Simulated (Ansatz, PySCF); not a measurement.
Reaction (SMILES): N[SiH](N)N → N[SiH]N + [NH2] (NH2) (the N-Si bond at the site shown breaks; other sites are not compared here)
Structures are relaxed separately at B3LYP-D3(BJ)/def2-TZVP in Ansatz (a quantum-chemistry and plane-wave program), one conformer each, not searched for the lowest.

Property: bond dissociation energy (enthalpy at 298 K, with B3LYP-D3(BJ) rigid-rotor harmonic-oscillator terms from PySCF), in kcal/mol. Valence correlation only, unless marked. Open shells are spin-unrestricted. No spin-orbit coupling. Non-relativistic. CBS marks a two-point X^-3 extrapolation of the correlation energy; Hartree-Fock from the larger set.

Level to compare with: CCSD(T)/CBS(aug-cc-pV(T+d)Z,aug-cc-pV(Q+d)Z) (Ansatz), 112.6 kcal/mol. It is a level with limits of its own, and the differences hold the functionals' basis error too.

Question: Rank these functionals by how close they come to CCSD(T)/CBS(aug-cc-pV(T+d)Z,aug-cc-pV(Q+d)Z), closest first: CAM-B3LYP/def2-TZVPD (Ansatz); r2SCANh/def2-TZVPD (Ansatz); BLYP/def2-TZVPD (Ansatz); wB97X-V/def2-TZVPD (Ansatz).

Answer: wB97X-V/def2-TZVPD (range-separated hybrid with VV10, 110.7 kcal/mol, difference -1.9), CAM-B3LYP/def2-TZVPD (range-separated hybrid, 107.3 kcal/mol, difference -5.3), r2SCANh/def2-TZVPD (hybrid meta-GGA, 103.6 kcal/mol, difference -9.0), BLYP/def2-TZVPD (GGA, 99.5 kcal/mol, difference -13.1)
